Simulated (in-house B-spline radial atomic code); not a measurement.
Results of a calculation; reference values are marked as such.
# Correlation energy from the adiabatic connection: −Z/r, Z = 5.25

Two electrons in a singlet, external potential −Z/r, Z = 5.25 (atomic units). Full CI in B-splines (partial waves to l = 8, correlation up to 0.6 % small) with the density held fixed gives W(λ) = <V_ee>_λ − U, and E_c is the integral of W(λ) − W(0) from 0 to 1.

| λ | W(λ) − W(0) (hartree) |
| --- | --- |
| 0 | 0.00000 |
| 0.02 | -0.00187 |
| 0.05 | -0.00467 |
| 0.12 | -0.01114 |
| 0.25 | -0.02300 |
| 0.4 | -0.03639 |
| 0.6 | -0.05380 |
| 0.8 | -0.07072 |
| 1 | -0.08716 |

**Question.** Integrate the table by the trapezoid rule.

**Answer.** The strips give -0.00002, -0.00010, -0.00055, -0.00222, -0.00445, -0.00902, -0.01245, -0.01579, which sum to -0.04460 hartree. The direct value, W(1) − W(0) + T_c with T_c = 0.04253, is -0.04463; the curve is convex, so chords lie above it and the trapezoids fall short in size by 0.07 %.

**Question.** Now use only three numbers: W(0) = -3.0582, the initial slope W'(0) = -0.0936 (extrapolated from the first points) and the strong-coupling limit of the point-charge-plus-continuum model, W∞ = -4.3447. What do second-order theory and the interpolation W(λ) = W∞ + (W(0) − W∞)/√(1 + 2χλ) of Seidl, Perdew and Levy give?

**Answer.** Second order keeps the slope alone: E_c = W'(0)/2 = -0.04680, +5 % in size against -0.04463. Matching the slope fixes χ = W'(0)/(W∞ − W(0)) = -0.0936/(-1.28650) = 0.07276. Integrating, with s = √(1 + 2χ) = 1.070286, E_c = −(W(0) − W∞)(s − 1)/(s + 1) = −1.28650 × 0.070286/2.070286 = -0.04368 hartree, -2.1 % in size against the full result. At λ = 1 the formula gives W − W(0) = -0.08448 against -0.08716. Part of the miss can come from the model's W∞.
